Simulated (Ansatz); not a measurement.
A nudged elastic band was laid between two geometries of C2H8BFN2 (14 atoms, charge 0, multiplicity 1).

All numbers below come from RHF/def2-mTZVP in Ansatz 0.2.0.

- movable images: 7
- climbing image: yes
- spring: 5.0 eV/Å²
- optimiser: quadratic models (default)
- start path: through a guess of the saddle point
- force threshold: 0.05 eV/Å
- iteration limit: 60
- end points: relaxation not finished

First end point:

```xyz
14
Properties=species:S:1:pos:R:3
C -1.254 0.270 -1.108
B -0.294 -0.447 -0.076
N -0.061 -1.820 -0.127
C 0.460 0.408 1.057
N 1.408 1.325 0.530
F -0.515 1.105 1.774
H -2.104 0.697 -0.582
H -1.637 -0.395 -1.875
H -0.769 1.105 -1.608
H 0.505 -2.312 0.528
H -0.480 -2.417 -0.805
H 0.931 -0.221 1.805
H 2.297 1.330 0.977
H 1.501 1.343 -0.461
```

Last end point:

```xyz
14
Properties=species:S:1:pos:R:3
C -1.309 0.254 -1.096
B -0.279 -0.439 -0.119
N 0.113 -1.767 -0.285
C 0.376 0.398 1.088
N 1.378 1.307 0.645
F -0.639 1.108 1.728
H -0.919 1.183 -1.503
H -2.205 0.526 -0.547
H -1.606 -0.376 -1.929
H -0.228 -2.345 -1.020
H 0.734 -2.245 0.330
H 0.772 -0.244 1.868
H 2.206 1.334 1.196
H 1.594 1.279 -0.327
```

(1) Which bonds break or form, and what moves?

(2) Give the energies along the band, and the barrier.

(3) What is the geometry of the highest image?

## Answers

(1) No bond is made or broken. The height of N3 over the plane of its neighbours goes from 0.01 to -0.01 Å.

(2) The forces met the threshold. The highest image is number 4 of 0 to 8, 94.7 kJ/mol above the first end and 94.5 kJ/mol above the last; the last end lies 0.2 kJ/mol above the first. The end points aren't both relaxed to the band's threshold, so energies measured from them aren't barriers between minima. Beside the main top the profile has a ripple of under 15 meV (maxima at images 1, 4), which may be a very shallow well or noise. A vibrational analysis at the climbing image gives 2 clearly imaginary modes (500i, 88i cm⁻¹): a point of higher order, so a lower path passes nearby.

```tsv
image	path coordinate (Å)	energy (kJ/mol)	height of N3 over the plane of its neighbours (Å)
0	0.00	0.0	0.01
1	1.49	0.5	0.02
2	2.98	-0.1	0.02
3	4.48	12.1	-0.02
4	5.97	94.7	-0.38
5	7.19	26.4	-0.10
6	8.41	1.6	-0.03
7	9.62	0.5	-0.02
8	10.84	0.2	-0.01
```

(3) 
```xyz
14
Properties=species:S:1:pos:R:3
C -1.576 0.076 -0.970
B -0.258 -0.269 -0.180
N 0.517 -1.509 -0.408
C 0.329 0.687 0.958
N 1.733 0.916 0.751
F -0.297 1.916 0.976
H -2.036 1.010 -0.682
H -2.307 -0.722 -0.850
H -1.363 0.118 -2.037
H 0.829 -1.581 -1.361
H -0.037 -2.333 -0.257
H 0.109 0.253 1.938
H 2.146 1.369 1.543
H 2.197 0.041 0.610
```

The run took 6 min on 2 threads of Arm Neoverse V2 (shared host), peak memory 0.33 GiB.
